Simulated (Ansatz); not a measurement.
BH₈NSSi₂, SMILES `NB(S)[SiH2][SiH3]`, relaxed with RKS PBE0-D4/def2-TZVP in the Gaussian-basis code of Ansatz from a PBE-D4/def2-SVP geometry. The force threshold is 0.005 eV/Å; the program also tests the step.

Charge 0, multiplicity 1.

Start:

```xyz
13

N    -1.782   -0.474    0.143
B    -0.919    0.406    0.820
S    -1.197    1.001    2.517
Si    0.775    1.056   -0.098
Si    1.734   -0.783   -1.212
H    -2.649   -0.844    0.539
H    -1.597   -0.807   -0.805
H    -2.380    0.362    2.776
H     1.775    1.644    0.864
H     0.473    2.109   -1.139
H     2.917   -0.426   -2.073
H     0.690   -1.407   -2.110
H     2.160   -1.838   -0.224
```

| step | energy (eV) | largest force (eV/Å) | largest move (Å) |
| --- | --- | --- | --- |
| 1 | -28877.8005 | 0.611 | 0.000 |
| 2 | -28877.8370 | 0.171 | 0.030 |
| 3 | -28877.8400 | 0.025 | 0.023 |
| 4 | -28877.8403 | 0.017 | 0.015 |
| 5 | -28877.8405 | 0.020 | 0.023 |
| 6 | -28877.8406 | 0.018 | 0.013 |
| 7 | -28877.8407 | 0.010 | 0.018 |
| 8 | -28877.8407 | 0.015 | 0.013 |
| 9 | -28877.8408 | 0.015 | 0.014 |
| 10 | -28877.8409 | 0.025 | 0.032 |
| 11 | -28877.8409 | 0.028 | 0.020 |
| 14 | -28877.8411 | 0.070 | 0.054 |
| 17 | -28877.8415 | 0.019 | 0.009 |
| 20 | -28877.8418 | 0.034 | 0.062 |
| 23 | -28877.8421 | 0.052 | 0.058 |
| 26 | -28877.8430 | 0.049 | 0.076 |
| 29 | -28877.8440 | 0.127 | 0.039 |
| 32 | -28877.8452 | 0.077 | 0.085 |
| 35 | -28877.8466 | 0.032 | 0.090 |
| 38 | -28877.8475 | 0.063 | 0.089 |
| 41 | -28877.8485 | 0.024 | 0.050 |
| 44 | -28877.8489 | 0.051 | 0.054 |
| 47 | -28877.8493 | 0.046 | 0.024 |
| 50 | -28877.8495 | 0.007 | 0.019 |
| 53 | -28877.8496 | 0.009 | 0.013 |
| 56 | -28877.8496 | 0.001 | 0.005 |

End:

```xyz
13

N    -2.240    0.242    0.129
B    -0.966    0.303    0.690
S    -0.604   -0.224    2.386
Si    0.602    0.943   -0.413
Si    2.022   -0.850   -0.907
H    -3.055   -0.098    0.613
H    -2.428    0.545   -0.811
H    -1.839   -0.610    2.758
H     1.393    1.989    0.295
H     0.115    1.532   -1.697
H     3.153   -0.429   -1.779
H     1.265   -1.921   -1.612
H     2.582   -1.421    0.348
```

Hardware: 4 threads of an Arm Neoverse V2 on a shared host. Wall time 3.2 min, peak host memory 0.71 GiB.
